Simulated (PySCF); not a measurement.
The isolated species `[CH3][GeH2][CH2][SiH2]N` is ionised with synchrotron light (hν = 3300.0 eV). Calculated photoelectron kinetic energies of its computed core levels, recoil neglected:

| line | kinetic energy (eV) |
| --- | --- |
| 1 | 3193.43 |
| 2 | 3192.80 |
| 3 | 3010.45 |
| 4 | 3009.84 |
| 5 | 2895.51 |
| 6 | 1453.52 |

The calculation used delta-SCF UKS SCAN, pcX-2 on the ionised atom, pcseg-1 elsewhere, spin-free X2C (PySCF 2.14.0).

Question: Which element, shell and site does each line come from? Numbering: `[CH3:1][GeH2:2][CH2:3][SiH2:4][NH2:5]`.

Answer: Against the vacuum level, binding energy = hν − kinetic energy.

```csv
line,binding energy (eV),level,atoms,environment
1,106.57,Si 2p3/2,Si4,SiH2 silicon
2,107.20,Si 2p1/2,Si4,SiH2 silicon
3,289.55,C 1s,C3,sp3 carbon bound to silicon
4,290.16,C 1s,C1,sp3 carbon bound to germanium
5,404.49,N 1s,N5,silicon-bound nitrogen
6,1846.48,Si 1s,Si4,SiH2 silicon
```

Question: Where does line 1 move with hν = 1000.0 eV?

Answer: To 1000.0 − 106.57 = 893.43 eV; every photoline shifts by the change in photon energy, -2300.0 eV.

The listed C 1s values span 0.61 eV, from C3 (bonded to 2 H, Ge and Si) to C1 (bonded to 3 H and Ge).

Question: Which photon energy gives electrons from C 1s of C1 a kinetic energy of 200 eV, and what is their de Broglie wavelength?

Answer: hν = 290.16 + 200 = 490.16 eV, recoil neglected; λ = 12.264 Å/√(E/eV) = 0.87 Å.

Other core shells, valence and Auger electrons aren't listed. The 2p values add to the ΔSCF energy of one spin-free hole a correction within the shell (spin–orbit coupling, ligand field). 2p1/2 minus 2p3/2 (ligand field included): Si 0.62 eV. No level of germanium is listed. One conformer (not necessarily the lowest) at the PBE0-D3(BJ)/def2-SVP geometry, without solvent, vibrations or thermal averaging.

Conformer computed: `[CH3:1][GeH2:2][CH2:3][SiH2:4][NH2:5]`: C1–Ge2–C3–Si4 50°, Ge2–C3–Si4–N5 42°, H–N5–Si4–C3 65°, H–N5–Si4–C3 -78°.
